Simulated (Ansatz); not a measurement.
`CO[SiH2]C#C[SiH](C)OC`, 21 atoms. Total charge 0; spin multiplicity 1. All runs use 4 threads of an AMD EPYC 7R13 on a shared host and a share of an NVIDIA H100 80 GB. Correlated methods freeze the cores. Open-shell runs search over several starts.

(1) Give the basis size and wall time and peak host memory of each of these runs in Ansatz. RKS PBE-D4/def2-TZVPP energy and forces; RHF-MP2/def2-QZVPP energy; RKS PBE0-D4/def2-QZVPP energy; UHF-CCSD(T)/def2-TZVPP energy of the cation; UKS ωB97M-V/def2-TZVPP energy of the cation; UHF-MP2/def2-QZVPP energy of the cation; UKS B3LYP-D4/def2-TZVPP energy of the cation; RKS revPBE-D4/def2-TZVPP energy; UKS PBE0-D4/def2-TZVPP energy of the cation; RKS ωB97M-V/def2-SVP energy; RHF-CCSD(T)/def2-SVP energy; RKS BHLYP-D4/def2-TZVPP energy. (An estimate is asked.)

Results:

(1) The calculation gave: Other jobs shared the machine, so times are rough.

```
                   level                   job  functions  wall time  peak host memory (GiB)
 RKS BHLYP-D4/def2-TZVPP                energy        469      1.8 s                     1.1
RKS revPBE-D4/def2-TZVPP                energy        469        2 s                     1.1
   RKS PBE-D4/def2-TZVPP     energy and forces        469      2.2 s                     1.1
    RKS ωB97M-V/def2-SVP                energy        194      2.3 s                    0.97
  RKS PBE0-D4/def2-QZVPP                energy        899      3.9 s                     1.4
    RHF-CCSD(T)/def2-SVP                energy        194      4.2 s                    0.82
      RHF-MP2/def2-QZVPP                energy        899      5.5 s                     1.5
 UKS B3LYP-D4/def2-TZVPP  energy of the cation        469       16 s                     1.2
  UKS ωB97M-V/def2-TZVPP  energy of the cation        469       17 s                     1.5
  UKS PBE0-D4/def2-TZVPP  energy of the cation        469       17 s                     1.2
      UHF-MP2/def2-QZVPP  energy of the cation        899       55 s                     1.8
  UHF-CCSD(T)/def2-TZVPP  energy of the cation        469      7 min                     2.2
```

B3LYP here is the variant with VWN-RPA as its local correlation; programs differ in this.
